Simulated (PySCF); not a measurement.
# Computed structure and properties of [Eu(PH3)]3+

System: [Eu(PH3)]3+ (singlet in the valence; each metal's 4f electrons, 6 of them, lie in its core potential, out of spins and levels); start: template (C3v). Method: PySCF 2.14.0, RKS PBE0, Eu lcecp-1-SVP with ECP52, P def2-SVP, H def2-SVP; non-relativistic Hamiltonian with scalar-relativistic core potentials where named; density fitting; no spin-orbit coupling.

Input of the relaxation:

```python
mol = gto.M(atom='''
Eu     0.00000     0.00000    -0.54403
P     -0.00000    -0.00000     2.38097
H      1.21001    -0.00000     3.12417
H     -0.60500     1.04790     3.12417
H     -0.60501    -1.04789     3.12417''',
    basis={'Eu': 'lcecp-1-SVP', 'P': 'def2-SVP', 'H': 'def2-SVP'},
    ecp={'Eu': 'lcecp-1-SVP'},
    charge=3, spin=0)
mf = dft.RKS(mol, xc='PBE0')
mf.grids.atom_grid = (50, 194)  # f atoms: unpruned, at least (60, 302)
mf = mf.density_fit()  # fitting sets: Eu AutoAux, P def2-universal-JKFIT, H def2-universal-JKFIT
mf.conv_tol = 1e-08; mf.max_cycle = 55
mf.kernel(dm0)  # dm0: converged density of the start geometry
# quasi-Newton relaxation in Cartesian coordinates to a largest gradient under 0.00045 Eh/bohr, steps kept in the point group
```

Run from Python with OMP_NUM_THREADS=2; the lines above give its settings. Where DIIS fails, smearing, a level shift and second-order steps follow.
It took 7.8 s on 2 threads of Intel(R) Xeon(R) Platinum 8488C (Sapphire Rapids) (shared host), from the converged density of the start.

Course of the relaxation:

```json
{"step": "0", "energy above end (eV)": "0.2756", "largest force component within the symmetry (eV/Å)": "1.220"}
{"step": "1", "energy above end (eV)": "0.0611", "largest force component within the symmetry (eV/Å)": "0.987"}
{"step": "2", "energy above end (eV)": "0.0083", "largest force component within the symmetry (eV/Å)": "0.389"}
{"step": "3", "energy above end (eV)": "0.0011", "largest force component within the symmetry (eV/Å)": "0.100"}
{"step": "4", "energy above end (eV)": "0.0000", "largest force component within the symmetry (eV/Å)": "0.029"}
{"step": "5", "energy above end (eV)": "0.0000", "largest force component within the symmetry (eV/Å)": "0.023"}
```

Relaxed geometry (C3v):

```xyz
5

Eu    0.0000    0.0000   -0.4264
P     0.0000    0.0000    2.5154
H     1.3275    0.0000    3.0401
H    -0.6637    1.1496    3.0401
H    -0.6637   -1.1496    3.0401
```

```
     contact      Å
Eu1–P2 (PH3)  2.942
```

On the finer grid (75, 302):

```json
{"HOMO": "-24.07 eV", "LUMO": "-19.50 eV", "Dipole about the centre of mass": "2.55 D", "Set of Mulliken populations of Eu1 outside the core potential": "s 2.16, p 6.06, d 0.46, f 0.01", "D3(BJ) dispersion energy (not in the energies)": "-0.099 eV"}
```

```
atom  Mulliken (e)  Löwdin (e)  spin (e)
 Eu1          2.31        2.13      0.00
  P2         -0.06        0.55      0.00
  H3          0.25        0.11      0.00
  H4          0.25        0.11      0.00
  H5          0.25        0.11      0.00
```

The 4f levels lie in the core potential and are missing. Their spin isn't counted.

A rough frequency check found all modes real, so this is a minimum.

Taking off one PH3 (charge 0, singlet; the rest: singlet) in vacuum, both parts rigid, costs 5.49 eV; the small basis without counterpoise inflates it. Parting with an electron moved from the ligand to the metal can be far cheaper, even downhill.

Rigid scan of PH3 along the line from its metal:

distance to P2 (Å), energy (eV) and a bar:
```
     2.64      0.294 ##############################
     2.74      0.115 ############
     2.84      0.025 ###
     2.94      0.000 
     3.04      0.023 ##
     3.14      0.080 ########
     3.34      0.254 ##########################
```

One start shape was tried, so this needn't be the lowest isomer.

An lcecp potential fixes the number of 4f electrons, so in runs with it no electron can move into or out of that shell.
